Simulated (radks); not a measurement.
The vanadium ion V4+, configuration [Ar] 3d1 (the NIST ground configuration).

All-electron calculation, scalar-relativistic Kohn-Sham, LDA (Slater exchange, VWN5 correlation), spin-polarised, spherical densities, finite nucleus; open shells are filled with parallel spins first; Fermi nuclear charge, rms radius 3.6002 fm. Program: a radial shooting solver on a logarithmic mesh with Libxc functionals.

Energy parts (eV):
| part | energy |
|---|---|
| total | -25673.530 |
| kinetic | 25901.249 |
| electron-nucleus | -60113.796 |
| Hartree | 9671.002 |
| exchange-correlation | -1131.985 |

Orbitals (lengths in bohr, moments of r in powers of bohr; r(max) is where P^2 peaks):
orbital  occ.  eigenvalue (eV)   r(max)      <r>
1s down     1        -5406.911  0.04358  0.06657
1s up       1        -5406.910  0.04358  0.06657
2s up       1        -658.4634   0.2562   0.3091
2s down     1        -657.9379   0.2562   0.3089
2p up       3        -560.0418   0.2081   0.2746
2p down     3        -559.6319   0.2081   0.2744
3s up       1        -123.4853   0.8103   0.9233
3s down     1        -122.2597   0.8106   0.9244
3p up       3         -96.9395   0.8279   0.9682
3p down     3         -95.7421   0.8285   0.9700
3d up       1         -56.0048   0.8115    1.074
3d down     0         -54.8417   0.8139    1.080

The highest occupied level is 3d up at -56.005 eV. The density falls to 0.001 e/bohr^3 at r = 2.53 bohr. The spin density at the nucleus is -0.2588 e/bohr^3 (1s -0.0126, 2s -0.4694, 3s 0.2232). For comparison, the ionisation energy in NIST's Atomic Spectra Database is 65.282 eV (measured). In exact Kohn-Sham theory the highest level is minus the ionisation energy, but local and semilocal functionals leave it too shallow, through self-interaction and a potential that decays too fast; potentials with the right tail come closer. Summed over all electrons, <r^2> = 10.73 bohr^2, which gives a Langevin (diamagnetic) susceptibility term of -8.5 x 10^-6 cm^3/mol. The electron density at the nucleus is 9884 e/bohr^3 (large components only). Spin moment in Bohr magnetons: 1.
